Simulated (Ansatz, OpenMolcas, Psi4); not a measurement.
**InH2OF (SMILES [OH][InH][F]): the vertical energy of the triplet above the singlet, rung by rung**

The species is InH2OF (5 atoms), meant as a singlet with charge 0. As SMILES, `[OH][InH][F]`. Geometry: relaxed at PBE0-D4/def2-TZVP. This is a higher conformer, about 10 kJ/mol above the lowest found by a separate search.

Each level gives the vertical energy of the triplet above the singlet (eV). The values are calculated.

```
                             level                    kind     program  value (eV)  less CCSD(T)/def2-SVP  CPU time (all runs)
    BLYP/def2-SVP (core potential)                     GGA        Psi4        4.77                  -1.04                 65 s
   M06-L/def2-SVP (core potential)                meta-GGA  OpenMolcas        5.69                  -0.12                2 min
    TPSS/def2-SVP (core potential)                meta-GGA  OpenMolcas        5.30                  -0.51              1.8 min
  M06-2X/def2-SVP (core potential)         hybrid meta-GGA        Psi4        5.84                  +0.03              2.1 min
 wB97M-V/def2-SVP (core potential)  range-separated hybrid      Ansatz        5.78                  -0.03              4.3 min
  B2PLYP/def2-SVP (core potential)           double hybrid      Ansatz        5.72                  -0.09                 40 s
RPA@PBE0/def2-SVP (core potential)                     RPA      Ansatz        5.60                  -0.21                 60 s
     MP2/def2-SVP (core potential)     perturbation theory      Ansatz        6.16                  +0.35                 32 s
 BCCD(T)/def2-SVP (core potential)   coupled cluster or CI      Ansatz        5.81                   0.00              1.8 min
 CCSD(T)/def2-SVP (core potential)   coupled cluster or CI      Ansatz        5.81                   0.00                 79 s
```

Differences are taken from CCSD(T)/def2-SVP (core potential) for orientation; it has basis-set and higher-order errors of its own. Spin-orbit coupling is left out. The values span 4.77 to 6.16 eV. A triplet this far above the singlet is often a Rydberg-like or dissociative state; sets without diffuse functions put Rydberg states too high. In the correlated wave-function rows the outer d shell of In is correlated, in sets not made for it. The second state's dipole differs much between rows, so they may not all be the same state. CPU times are rough (shared hosts, several kinds of processor and program).
